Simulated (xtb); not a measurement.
Ga(F)2(SH) (F₂GaHS), SMILES [F][Ga]([F])[SH]. All values are semi-empirical tight-binding results from xtb (GFN2-xTB unless named), good for trends rather than for accurate numbers. Coordinates come from a GFN2-xTB optimisation. The values are those of a single conformer.

For metal compounds this method's bond lengths and energies can be far off.

Computed properties:
```yaml
point_group_as_xtb_finds_it: Cs
orbital_gap: 2.82 eV
zero_point_energy: 6.9 kcal/mol
G − E(el) at 298.15 K (modified RRHO): -13.0 kcal/mol
```
